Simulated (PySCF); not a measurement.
CH₄FNOSi₂, SMILES F[Si@H]1N=CO[SiH2]1.

Coordinates come from a r2SCAN-D4/def2-SVP optimisation. The structure was generated by enumeration; whether it is a known compound was not checked.

The numbers are results of TDDFT-PBE/def2-SVPD run with PySCF, not measurements.

Vertical excitations. 

Computed excitation energies, oscillator strengths and character:
```
state  energy (eV)  λ (nm)      f                                           main pairs
-----  -----------  ------  -----  ---------------------------------------------------
S1            4.28     290  0.007                                       HOMO→LUMO 99 %
S2            5.25     236  0.070                                     HOMO→LUMO+1 91 %
S3            5.43     228  0.014                   HOMO−1→LUMO 57 %, HOMO−2→LUMO 30 %
S4            5.60     222  0.021  HOMO−2→LUMO 48 %, HOMO−1→LUMO 26 %, HOMO→LUMO+2 9 %
S5            5.83     213  0.007                   HOMO→LUMO+2 77 %, HOMO−2→LUMO 17 %
S6            5.99     207  0.004                                   HOMO−1→LUMO+1 90 %
S7            6.27     198  0.089                   HOMO→LUMO+3 67 %, HOMO→LUMO+4 19 %
S8            6.32     196  0.006                 HOMO→LUMO+4 74 %, HOMO−2→LUMO+1 13 %
S9            6.39     194  0.008                                   HOMO−2→LUMO+1 81 %
S10           6.76     183  0.003                 HOMO−3→LUMO 75 %, HOMO−1→LUMO+2 12 %
T1            3.98     312      0                                       HOMO→LUMO 99 %
T2            4.63     268      0                                     HOMO→LUMO+1 97 %
T3            4.75     261      0                                     HOMO−1→LUMO 92 %
T4            5.13     242      0                   HOMO−2→LUMO 55 %, HOMO→LUMO+2 42 %
```
Triplets are in the Tamm–Dancoff approximation, which puts them higher than full response would, so one can lie above its singlet here.
